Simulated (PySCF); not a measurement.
**`C[C@H]1C(=O)O[C@@H]1F`, C4H5FO2**

Cartesian coordinates in Å; atom numbers follow the order of the lines, from 1:
```xyz
12

C     1.436   -0.244   -0.127
C     0.053   -0.039    0.461
C    -0.623    1.301    0.192
O    -0.384    2.444    0.376
O    -1.693    0.733   -0.450
C    -1.163   -0.575   -0.313
F    -1.990   -1.368    0.406
H     2.150    0.380    0.403
H     1.453    0.029   -1.180
H     1.738   -1.284   -0.029
H     0.020   -0.318    1.516
H    -0.995   -1.059   -1.281
```

Theory: TDDFT CAM-B3LYP/aug-cc-pVDZ circular dichroism and optical rotation, one conformer, gas phase (PySCF 2.14.0). Geometry: GFN2-xTB.

Problem. What are the CIP labels of the stereocentres?

Solution. C2 S, C6 R.

Problem. Which excitations and rotatory strengths does the calculation give?

Solution. Rotatory strengths R in 10⁻⁴⁰ esu² cm², velocity form and length form (origin at the centre of mass); f in length form.
| state | E (eV) | λ (nm) | f | R (velocity) | R (length) | main |
| --- | --- | --- | --- | --- | --- | --- |
| 1 | 5.88 | 211 | 0.0008 | -4.8 | -4.8 | HOMO→LUMO+4 0.57, HOMO→LUMO 0.16 |
| 2 | 7.73 | 160 | 0.020 | +18.7 | +18.4 | HOMO→LUMO 0.55, HOMO→LUMO+3 0.30 |
| 3 | 8.09 | 153 | 0.045 | +23.1 | +23.6 | HOMO−1→LUMO+4 0.34, HOMO−1→LUMO 0.27 |
| 4 | 8.18 | 152 | 0.002 | +3.7 | +3.5 | HOMO→LUMO+1 0.76 |
| 5 | 8.40 | 148 | 0.039 | +1.7 | +2.1 | HOMO→LUMO+2 0.21, HOMO→LUMO+3 0.16 |
| 6 | 8.51 | 146 | 0.006 | -3.5 | -3.3 | HOMO→LUMO+2 0.59, HOMO→LUMO+4 0.10 |
| 7 | 8.71 | 142 | 0.065 | -29.4 | -30.1 | HOMO−2→LUMO+4 0.20, HOMO−2→LUMO 0.17 |
| 8 | 8.77 | 141 | 0.009 | -3.5 | -3.3 | HOMO−1→LUMO 0.36, HOMO−1→LUMO+1 0.27 |

Among the states computed, the strongest CD band (largest |R|) is state 7. The largest dissymmetry factor in size, g = 4R/(D+G), with D and G the electric and magnetic dipole strengths, is -0.049 for state 1 (velocity form, f = 0.0009), among bands with |R| over 0.5. The mirror image has the same energies and oscillator strengths and all R with the opposite sign.
